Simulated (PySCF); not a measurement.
From one molecule to another.

First species: C5H10OSi.
InChI=1S/C5H10OSi/c1-3-4(6)5(3)7-2/h4-6H,1,7H2,2H3/t4-,5+/m1/s1

Second species: C₄H₆F₂SSi.
Geometry (GFN2-xTB, Å), atoms numbered from 1 in this order:
```
atom  x, y, z in Å
F1    -1.1521    0.0949   -1.7600
C2    -1.0690    0.6278   -0.4813
C3     0.3030    1.2890   -0.3283
Si4    1.4793   -0.1789   -0.0152
F5     2.3526    0.1065    1.3108
C6     0.0553   -1.3964    0.3796
C7    -1.1154   -0.4968    0.5227
S8    -2.2225   -0.5706    1.6992
H9    -1.9114    1.3187   -0.3802
H10    0.5147    1.8853   -1.2134
H11    0.2789    1.9637    0.5272
H12    2.4140   -0.5695   -1.0484
H13    0.1765   -2.0335    1.2529
H14   -0.1045   -2.0406   -0.4876
```

Levels: CAM-B3LYP/def2-SVPD for HOMO energy, LUMO energy, HOMO–LUMO gap and static isotropic polarisability; TDDFT CAM-B3LYP/def2-SVPD for lowest singlet excitation; TDA CAM-B3LYP/def2-SVPD for lowest triplet excitation (Tamm–Dancoff). Geometries: GFN2-xTB. Each species is one conformer at its optimised geometry, gas phase, non-relativistic unless stated. Electronic properties by PySCF.

Dipoles, sizes and rotational constants follow the conformer. The torsions of the flexible species, by atom-mapped SMILES:
- `[CH2:1]=[C:2]1[C@@H:3]([OH:4])[C@H:5]1[SiH2:6][CH3:7]`: C3–C5–Si6–C7 -73°, H–O4–C3–C2 -60°

The conformers of `F[C@@H]1C[Si@@H](F)CC1=S` aren't listed.

```json
{"property": "HOMO energy", "column X": "-8.08 eV", "column Y": "-8.76 eV"}
{"property": "LUMO energy", "column X": "-1.44 eV", "column Y": "0.75 eV"}
{"property": "HOMO–LUMO gap", "column X": "6.64 eV", "column Y": "9.51 eV"}
{"property": "lowest singlet excitation", "column X": "2.42 eV", "column Y": "6.11 eV"}
{"property": "lowest triplet excitation (Tamm–Dancoff)", "column X": "1.95 eV", "column Y": "4.37 eV"}
{"property": "static isotropic polarisability", "column X": "89.8 au", "column Y": "90.6 au"}
```

Q: Which column belongs to which species?

A: Column X is the second species and column Y the first. The first has 17 atoms and 62 electrons, the second 14 and 78.

Q: How does each property change from the first species to the second?

A: HOMO energy +0.68 eV; LUMO energy -2.19 eV; HOMO–LUMO gap -2.87 eV; lowest singlet excitation -3.69 eV; lowest triplet excitation (Tamm–Dancoff) -2.42 eV; static isotropic polarisability -0.8 au.

On the first: The vertical singlet–triplet gap S1 − T1 is 1.74 eV (TDDFT singlet less Tamm–Dancoff triplet; S1: HOMO−1→LUMO, weight 0.52; T1: HOMO→LUMO, weight 0.50). S1 lies 3.40 eV below the HOMO–LUMO gap; its leading configuration is HOMO−1→LUMO, weight 0.52.

On the second: The 8 singlets span 2.42 to 6.89 eV, and their oscillator strengths add up to 0.42. The vertical singlet–triplet gap S1 − T1 is 0.47 eV (TDDFT singlet less Tamm–Dancoff triplet; S1: HOMO→LUMO, weight 0.99; T1: HOMO→LUMO, weight 0.98).
